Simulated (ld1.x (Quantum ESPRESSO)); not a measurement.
## fluorine: excitation energies, all-electron against ultrasoft

* Element: fluorine (F)
* Generator: ld1.x (Quantum ESPRESSO) 7.5
* Type: ultrasoft
* Functional: LDA (PZ)
* Relativity: scalar-relativistic
* Frozen core: [He]
* Valence charge: 7
* Reference configuration: 2s1.5 2p5.5
* Partial waves: 2s (bound): rcut 0.50, rcutus 0.60 bohr; 2s channel at -1.4 Ry: rcut 0.50, rcutus 0.60 bohr; 2p (bound): rcut 1.50, rcutus 1.80 bohr; 2p channel at 3.2 Ry: rcut 1.50, rcutus 1.80 bohr
* Local potential: all-electron potential smoothed inside 0.95 bohr (lloc = -1)
* Core correction: Bessel-smoothed model core, default radius (core density twice the valence density)
* Augmentation charge: PSQ, radius 0.55 bohr

Energies are relative to the spin-unpolarised reference configuration 2s1.5 2p5.5; without spin polarisation the order of configurations can differ from experiment. Spin-polarised rows fill each open shell by Hund’s rule, majority spin first.

Q: Give the all-electron excitation energy and the error of the potential for: 2s2 2p5; 2s2 2p4; 2s2 2p3; 2s1 2p5; 2s2 2p2; 2s2 2p1; 2s2 2p4.5; 2s1.5 2p5.5 (spin-polarised); 2s2 2p5 (spin-polarised).

A:

```json
{"valence configuration": "2s2 2p5", "charge": "0", "ΔE all-electron (eV)": "-9.186", "error AE − PS (meV)": "+3.0"}
{"valence configuration": "2s2 2p4", "charge": "+1", "ΔE all-electron (eV)": "10.370", "error AE − PS (meV)": "+1.5"}
{"valence configuration": "2s2 2p3", "charge": "+2", "ΔE all-electron (eV)": "48.882", "error AE − PS (meV)": "-19"}
{"valence configuration": "2s1 2p5", "charge": "+1", "ΔE all-electron (eV)": "29.025", "error AE − PS (meV)": "+3.3"}
{"valence configuration": "2s2 2p2", "charge": "+3", "ΔE all-electron (eV)": "109.614", "error AE − PS (meV)": "-84"}
{"valence configuration": "2s2 2p1", "charge": "+4", "ΔE all-electron (eV)": "195.481", "error AE − PS (meV)": "-168"}
{"valence configuration": "2s2 2p4.5", "charge": "+0.5", "ΔE all-electron (eV)": "-1.555", "error AE − PS (meV)": "+2.9"}
{"valence configuration": "2s1.5 2p5.5 (spin-polarised)", "charge": "0", "ΔE all-electron (eV)": "-0.406", "error AE − PS (meV)": "+1.1"}
{"valence configuration": "2s2 2p5 (spin-polarised)", "charge": "0", "ΔE all-electron (eV)": "-9.565", "error AE − PS (meV)": "+2.1"}
```

Levels in the configuration 2s2 2p5:

```
level  all-electron (eV)  pseudo (eV)
   2s            -29.647      -29.658
   2p            -11.295      -11.294
```
